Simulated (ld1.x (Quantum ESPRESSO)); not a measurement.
**How hard is this gallium (Ga) TM potential?**

* Element: Ga (Z = 31)
* Generator: ld1.x (Quantum ESPRESSO) 7.5
* Type: norm-conserving Troullier–Martins (Kleinman–Bylander form)
* Functional: PBE
* Relativity: non-relativistic
* Frozen core: [Ar]
* Valence charge: 13
* Reference configuration: 3d10 4s2 4p1
* Partial waves: 4s (bound): rc 1.55 bohr; 4p (bound): rc 2.75 bohr; 3d (bound): rc 1.40 bohr
* Local potential: the d channel
* Core correction: a·sin(br)/r model core inside 1.15 bohr

The pseudo-atom Hamiltonian at the reference potential is diagonalised in spherical Bessel functions j_l(qr) that vanish at 20 bohr, with q² up to the cutoff. All-electron valence levels (Ry): 4s -0.6401, 4p -0.1923, 3d -1.4534.

Problem. How do the lowest levels (Ry) of each channel move with the cutoff, and are there ghosts?

Solution.

```
cutoff (Ry)      s #1     s #2     p #1     p #2    p #3     d #1    d #2    f #1    f #2  Σ f·Δε (mRy)
          8   -0.6216  -0.0267  -0.1918   0.0242  0.1303   0.0467  0.1290  0.1020  0.2253       15038.7
         21   -7.5985  -0.6331  -0.1923   0.0242  0.1302   0.0463  0.1268  0.1020  0.2253       15010.6
         50  -16.8543  -0.6397  -2.9676  -0.1923  0.0242  -0.1350  0.0524  0.1020  0.2253       13185.0
         90  -18.3067  -0.6401  -5.2210  -0.1923  0.0242  -1.3215  0.0483  0.1020  0.2253        1319.1
        180  -18.3458  -0.6401  -5.4261  -0.1923  0.0242  -1.4529  0.0482  0.1020  0.2253           5.2
        350  -18.3470  -0.6401  -5.4274  -0.1923  0.0242  -1.4534  0.0482  0.1020  0.2253           0.0
        400  -18.3470  -0.6401  -5.4274  -0.1923  0.0242  -1.4534  0.0482  0.1020  0.2253           0.0
```

Result: ghost states, extra bound levels that the all-electron valence spectrum of the same l lacks: s at -249.6 eV, p at -73.8 eV (a true bound ghost makes a file unfit for plane-wave use); 10 mRy is reached at 160 Ry and 1 mRy at 260 Ry.

1 of 7 tests not solved or not reliable.
